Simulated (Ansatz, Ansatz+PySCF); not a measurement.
```csv
atom,x (Å),y (Å),z (Å)
Ni,0.0000,0.0000,0.0000
O,0.0000,0.0000,1.6270
```

Basis set: def2-SVP (spherical functions). Left uncorrelated: 6 orbitals. Correlation on ROHF uses semicanonical orbitals with singles. Charge 0, multiplicity 3.

Computed with Ansatz (development build ahead of 0.2.0); each method stands on the lowest determinant of its kind that the runs found. Restricted functionals stand beside restricted open-shell atoms, which can lie above the unrestricted atoms usual in DFT and then raise those values.

The atomization energy at this shape (free ground-state atoms in the same class of orbitals less the molecule, no zero-point energy) of triplet NiO:

```json
{"method": "r²SCAN (unrestricted)", "atomization energy": "4.21 eV"}
{"method": "r²SCAN (restricted open-shell)", "atomization energy": "4.28 eV"}
{"method": "PBE (unrestricted)", "atomization energy": "5.06 eV"}
{"method": "PBE (restricted open-shell)", "atomization energy": "5.09 eV"}
{"method": "PBE0 (unrestricted)", "atomization energy": "3.35 eV"}
{"method": "ROHF-MP2", "atomization energy": "2.35 eV"}
{"method": "UHF-MP2", "atomization energy": "1.21 eV"}
{"method": "UHF", "atomization energy": "-0.19 eV"}
{"method": "ROHF", "atomization energy": "-1.66 eV"}
```

Problem. What does ωB97X (unrestricted) give?

Solution. 3.41 eV. Caution: another spin multiplicity may lie lower. Caution for ROHF-MP2, ROHF: an unrestricted determinant lies well below. Caution for UHF-MP2, UHF: the unrestricted determinant is a mixture of spin states. Caution for ROHF: the molecule lies well above its atoms at this level.
